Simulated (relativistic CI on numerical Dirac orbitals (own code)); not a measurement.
Level scheme of Ir48+

These numbers are calculated, not measured: Dirac-Coulomb-Breit CI, orbitals from a KLI potential per configuration, model QED (radiative potential, 1s self-energy scaled to tabulated hydrogen-like ionisation energies), unscaled Slater integrals (own radial code, finite nucleus).

Configuration list (outside the closed core [Ar]): 3d10 4s, 3d10 4p, 3d10 4d, 3d10 4f, 3d10 5s, 3d10 5p, 3d10 5d, 3d10 5f, 3d10 5g, 3d9 4p2, 3d10 6s, 3d10 6p, 3d8 4s 4p2, 3d9 4s2, 3d10 6d, 3d9 4p 4d. Levels of other configurations are missing.

The lowest level is 3d10 4s 2S_1/2, with 100 % of that term; Hund's rules for 3d10 4s give 2S with J = 1/2, in agreement.

```tsv
No.	Configuration	Term	J	E (eV)	%	Next component (%)	Lifetime (s)	jj configuration (%)
1	3d10 4s	2S	1/2	0.00	100			4s (100)
2	3d10 4p	2P°	1/2	105.11	100		1.81e-11	4p1/2 (100)
3	3d10 4p	2P°	3/2	230.09	100		1.65e-12	4p3/2 (100)
4	3d10 4d	2D	3/2	390.69	100		8.82e-13	4d3/2 (100)
5	3d10 4d	2D	5/2	417.23	100		2.57e-12	4d5/2 (100)
6	3d10 4f	2F°	5/2	588.46	100		2.86e-12	4f5/2 (100)
7	3d10 4f	2F°	7/2	595.39	100		3.80e-12	4f7/2 (100)
8	3d10 5s	2S	1/2	1087.35	100		8.35e-14	5s (100)
9	3d10 5p	2P°	1/2	1138.47	100		9.56e-14	5p1/2 (100)
10	3d10 5p	2P°	3/2	1197.37	100		1.59e-13	5p3/2 (100)
11	3d10 5d	2D	3/2	1274.19	100		1.36e-13	5d3/2 (100)
12	3d10 5d	2D	5/2	1287.07	100		1.16e-13	5d5/2 (100)
13	3d10 5f	2F°	5/2	1363.18	100		6.70e-14	5f5/2 (100)
14	3d10 5f	2F°	7/2	1367.18	100		6.64e-14	5f7/2 (100)
15	3d10 5g	2G	7/2	1406.58	100		3.59e-14	5g7/2 (100)
16	3d10 5g	2G	9/2	1408.23	100		3.62e-14	5g9/2 (100)
17	3d10 6s	2S	1/2	1630.77	100		9.33e-14	6s (100)
18	3d10 6p	2P°	1/2	1659.22	100		1.03e-13	6p1/2 (100)
19	3d10 6p	2P°	3/2	1691.71	100		1.61e-13	6p3/2 (100)
20	3d9 4s2	2D	5/2	1722.62	99	1 3d9 4p2 2D	1.11e-10	3d5/2^5 (99)
21	3d10 6d	2D	3/2	1734.34	100		1.37e-13	6d3/2 (100)
22	3d10 6d	2D	5/2	1741.60	100		1.19e-13	6d5/2 (100)
23	3d9 4s2	2D	3/2	1802.90	99	1 3d9 4p2 2D	4.02e-11	3d3/2^3 3d5/2^6 (99)
24	3d9 4p2	2D	5/2	1933.46	35	20 4D		3d5/2^5 4p1/2^2 (99)
25	3d9 4p2	2D	3/2	2015.01	38	34 4F		3d3/2^3 3d5/2^6 4p1/2^2 (99)
26	3d9 4p2	4D	7/2	2050.72	48	39 4F		3d5/2^5 4p1/2 4p3/2 (100)
27	3d9 4p2	2D	3/2	2053.88	35	25 4D		3d5/2^5 4p1/2 4p3/2 (99)
28	3d9 4p2	2F	5/2	2054.67	46	28 4P		3d5/2^5 4p1/2 4p3/2 (100)
29	3d9 4p2	2G	9/2	2056.24	65	35 4F		3d5/2^5 4p1/2 4p3/2 (100)
30	3d9 4p2	2P	3/2	2058.56	52	40 2D		3d5/2^5 4p1/2 4p3/2 (100)
```

Energies count from the lowest computed level; ° marks odd parity; lifetimes are radiative, by E1, M1, E2, M2 decay to levels of this space only; some are left blank where a channel outside the calculation adds to the decay or the decay crosses a small, uncertain gap. Filled j subshells are mostly left out of the jj labels.

The mean weight of the leading LS term, summed over parents, in these 30 levels is 87 %, and that of the leading jj configuration (from the same eigenvectors) 100 %, so jj coupling describes them better and the LS labels are nominal.

At this charge energies of transitions that change n are usually good to better than 1 %, and those within a shell (Δn = 0) to a few per cent.

LS names give the leading component of a level, which can be under half, so a name can repeat, a term be missing and a line seem to break the LS rules.
